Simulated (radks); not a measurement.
Zn, configuration [Ne] 3s2 3p5.5 3d10 4s2 5s0.5 (fractional occupations, a model configuration).

All-electron calculation, Dirac Kohn-Sham, LDA (Slater exchange, Perdew-Wang correlation), spin-unpolarised, spherical densities, finite nucleus; open shells fill j = l - 1/2 first; Fermi nuclear charge, rms radius 3.9283 fm. Program: a radial shooting solver on a logarithmic mesh with Libxc functionals.

Energy parts (eV):
| part | energy |
|---|---|
| total | -48757.824 |
| kinetic | 49644.232 |
| electron-nucleus | -117528.736 |
| Hartree | 20990.549 |
| exchange-correlation | -1863.869 |

Orbitals (lengths in bohr, moments of r in powers of bohr; r(max) is where P^2 peaks):
| orbital | occ. | eigenvalue (eV) | r(max) | <r> | <1/r> | small-component weight |
|---|---|---|---|---|---|---|
| 1s1/2 | 2 | -9513.727 | 0.03296 | 0.05038 | 30.18 | 1.17e-02 |
| 2s1/2 | 2 | -1163.261 | 0.1896 | 0.2264 | 6.610 | 2.23e-03 |
| 2p1/2 | 2 | -1026.795 | 0.1501 | 0.1960 | 6.575 | 2.22e-03 |
| 2p3/2 | 4 | -1002.953 | 0.1529 | 0.1995 | 6.418 | 2.18e-03 |
| 3s1/2 | 2 | -135.4367 | 0.5881 | 0.6803 | 2.101 | 5.01e-04 |
| 3p1/2 | 2 | -92.0964 | 0.5857 | 0.7033 | 1.972 | 4.54e-04 |
| 3p3/2 | 3.5 | -88.9919 | 0.5939 | 0.7141 | 1.934 | 4.43e-04 |
| 3d3/2 | 4 | -16.8974 | 0.5584 | 0.8667 | 1.557 | 3.08e-04 |
| 3d5/2 | 6 | -16.5221 | 0.5613 | 0.8736 | 1.546 | 3.05e-04 |
| 4s1/2 | 2 | -9.2533 | 1.978 | 2.431 | 0.5379 | 4.71e-05 |
| 4p1/2 | 0 | -3.3704 | 2.591 | 3.443 | 0.3812 | 2.37e-05 |
| 4p3/2 | 0 | -3.2645 | 2.636 | 3.508 | 0.3739 | 2.29e-05 |
| 4d3/2 | 0 | -0.1735 | 10.96 | 12.85 | 0.09281 | 1.24e-06 |
| 4d5/2 | 0 | -0.1732 | 10.96 | 12.86 | 0.09275 | 1.24e-06 |
| 5s1/2 | 0.5 | -1.1158 | 7.672 | 8.766 | 0.1427 | 3.99e-06 |
| 6s1/2 | 0 | -0.0780 | 18.69 | 21.48 | 0.06309 | 1.25e-06 |

The highest occupied level is 5s1/2 at -1.116 eV. The configuration is held as typed, so some empty levels lie below it. The density falls to 0.001 e/bohr^3 at r = 4.00 bohr.
